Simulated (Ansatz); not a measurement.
## Four-centre ligand exchange

Start structure (SiH₃BrF₂, closed shell), relaxed at PBE0-D4/def2-TZVP:

Si1  (-0.716, -0.394, 0.700)
Br2  (0.663, -2.048, 0.348)
F3  (-1.431, -0.017, -0.655)
F4  (0.100, 0.869, 1.178)
H5  (-1.724, -0.736, 1.708)
H6  (1.493, 0.946, -1.937)
H7  (1.615, 1.381, -1.343)
(Å)

The step: SiHBrF₂ ([F][SiH]([F])[Br]) + H₂ → SiH₂F₂ ([F][SiH2][F]) + HBr; bonds formed: Si1–H7, Br2–H6; bonds broken: Si1–Br2, H6–H7. Program: Ansatz 0.2.0. Basis: def2-TZVPP and def2-QZVPP. Cores are frozen in the correlated methods. Filled d shells of the heavier atoms are correlated. The def2 sets are not built for correlating such inner shells, so the correlated values are less sure here. Extrapolation: Hartree–Fock as exp(−7.88 √X), correlation as X^−2.97. Energies below are by CCSD(T) at an estimated basis limit (MP2 extrapolated from triple and quadruple zeta, plus CCSD(T) − MP2 in triple zeta).

Task: What are the electronic barrier and the energy of the step, from the start structure to the end structure? (To be estimated.)

Result: The calculation gives: Barrier 225.6 kJ/mol; step energy 70.8 kJ/mol (uphill); reverse barrier, their difference, 154.8 kJ/mol. Barrier and step energy count from the start structure, the reverse barrier from the end structure.

The saddle point: One imaginary mode of 736i cm⁻¹.
| pair | start (Å) | saddle (Å) | end (Å) |
| --- | --- | --- | --- |
| Si1–H7 | 3.57 | 1.67 | 1.47 |
| Br2–H6 | 3.86 | 1.83 | 1.42 |
| Si1–Br2 | 2.18 | 2.60 | 3.77 |
| H6–H7 | 0.75 | 0.93 | 3.57 |

Zero-point energy (harmonic, PBE0-D4): ZPE is 71.5 kJ/mol at the start and 79.0 kJ/mol at the saddle, so the barrier goes from 225.6 to 233.1 kJ/mol.

No T1 diagnostic of these runs exceeds 0.011.

Labels in which every atom is bracketed show which atoms are joined, not bond orders.

For scale, one of the runs: CCSD(T)/def2-TZVPP, 194 basis functions, launched by `ansatz run in.yaml --threads 4 --pin off --events-out ev --progress --plain --max-ram 9574MiB`. The run took 95 s on 4 CPU threads of an Arm Neoverse V1 (shared host), with 2.3 GiB of host memory at its peak.
